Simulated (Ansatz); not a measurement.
Program: Ansatz. Geometries: PBE0-D4/def2-TZVP. ΔE: electronic, gas phase. CCSD(T)/CBS is the MP2 limit (def2-TZVPP, def2-QZVPP) plus CCSD(T) − MP2 in def2-TZVPP, frozen cores. Functionals use def2-TZVPP. def2 core potentials past Kr. For In, Se outer-core shells are correlated without core-valence functions, which leaves a few kJ/mol of doubt a bond. Scalar relativity is left out up to krypton. Each species was taken in one conformer, which may not be the lowest.

`C[NH][InH][Cl]` + `C[SeH]` → `C[Se][InH][Cl]` + CH₃NH₂  (ligand exchange at the In–N bond)

Q: Is it downhill or uphill in electronic energy at CCSD(T)/CBS, and by how much? (An estimate is asked.)

A: Ansatz gave: Downhill: ΔE = -23.0 kcal/mol.

Q: What do these levels give: LDA (SPW92), PBE0-D4, revPBE, r2SCANh, SCS-MP2/def2-TZVPP, SCS-MP2/def2-QZVPP? (Estimate.)

A: Computed: LDA (SPW92) -21.9, PBE0-D4 -24.7, revPBE -23.8, r2SCANh -24.3, SCS-MP2/def2-TZVPP -22.1, SCS-MP2/def2-QZVPP -22.4 kcal/mol.

Largest T1 diagnostic among the species: 0.015.

In def2-TZVPP, CCSD(T) changes the Hartree–Fock value by +3.3 kcal/mol (the triples alone add +0.2 kcal/mol) and MP2 by +2.6 kcal/mol. From PBE to PBE0 (25 % exact exchange), in def2-TZVPP and without D4, ΔE moves by −1.0 kcal/mol.
